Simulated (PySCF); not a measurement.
**Electron correlation in Bi²⁺ (bismuth, charge +2)**

[Xe] 4f14 5d10 6s2 6p1, 2P determinant. Calculation: PySCF 2.14, in cc-pVTZ-PP with ECP60MDF; scalar relativity through the core potential. Frozen: 5s2 5p6 5d10; 3 electrons correlated.

MP2 pair energies summed by pair of shells (mhartree):

| pair | energy | share (%) |
| --- | --- | --- |
| 6s-6s | -15.43 | 55.7 |
| 6s-6p | -12.25 | 44.3 |

Total MP2 correlation energy: -27.68 mhartree.

Same-spin part -2.08 and opposite-spin part -25.60 mhartree; SCS-MP2 scales them by 1/3 and 6/5 to -31.41 mhartree.

| level | correlation energy (mhartree) |
| --- | --- |
| CCSD | -36.25 |
| (T) | -0.36 |
| CCSD(T) | -36.61 |

Diagnostics: T1 = 0.0060, D1 = 0.0135, largest double amplitude 0.073.

Spin-orbit coupling, absent here, splits the open shell strongly.

Cost of the coupled-cluster step: 0.29 s of wall time on 1 thread of Neoverse-V1 (shared host), for 3 correlated electrons.

Iterations:

```
CC2 = 0
CCSD nocc = (np.int64(2), np.int64(1)), nmo = (30, 30)
frozen orbitals [[0, 1, 2, 3, 4, 5, 6, 7, 8], [0, 1, 2, 3, 4, 5, 6, 7, 8]]
max_cycle = 100
direct = 0
conv_tol = 1e-08
conv_tol_normt = 1e-06
diis_space = 8
diis_start_cycle = 0
Init t2, MP2 energy = -0.0276780906379042
Init E_corr(UCCSD) = -0.027678090639275
cycle = 1  E_corr(UCCSD) = -0.0337205378265969  dE = -0.00604244719  norm(t1,t2) = 0.0331009
cycle = 2  E_corr(UCCSD) = -0.0353878010740631  dE = -0.00166726325  norm(t1,t2) = 0.0116441
cycle = 3  E_corr(UCCSD) = -0.0362602540544627  dE = -0.00087245298  norm(t1,t2) = 0.00452936
cycle = 4  E_corr(UCCSD) = -0.03624965468974  dE = 1.05993647e-05  norm(t1,t2) = 0.000438645
cycle = 5  E_corr(UCCSD) = -0.0362521939234535  dE = -2.53923371e-06  norm(t1,t2) = 5.16309e-05
cycle = 6  E_corr(UCCSD) = -0.0362518358945485  dE = 3.58028905e-07  norm(t1,t2) = 5.57671e-06
cycle = 7  E_corr(UCCSD) = -0.0362519685639258  dE = -1.32669377e-07  norm(t1,t2) = 9.52462e-07
cycle = 8  E_corr(UCCSD) = -0.0362519287739543  dE = 3.97899715e-08  norm(t1,t2) = 2.01901e-07
cycle = 9  E_corr(UCCSD) = -0.0362519339164973  dE = -5.142543e-09  norm(t1,t2) = 4.22123e-08
UCCSD converged
E(UCCSD) = -212.7649188264566  E_corr = -0.03625193391649727
UCCSD(T) correction = -0.000355068869959761
```
